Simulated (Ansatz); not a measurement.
Problem. Name a neutral molecule of C, Ga, O and H with LUMO energy (PBE0/def2-TZVPP) between -1.90 and -1.60 eV and HOMO energy (B3LYP/def2-TZVPP) between -6.75 and -6.45 eV (Ansatz, PBE0-D4/def2-TZVP geometry).

Solution. `C=[C](O)[GaH2]` (-1.87 eV, -6.67 eV); `O=[CH][GaH2]` (-1.84 eV, -6.49 eV); `C/C(O)=[CH]/[GaH2]` (-1.61 eV, -6.67 eV). Other molecules can fit too; these were computed, each in one conformer that needn't be the lowest.

B3LYP here is the variant with VWN-RPA as its local correlation; programs differ in this.
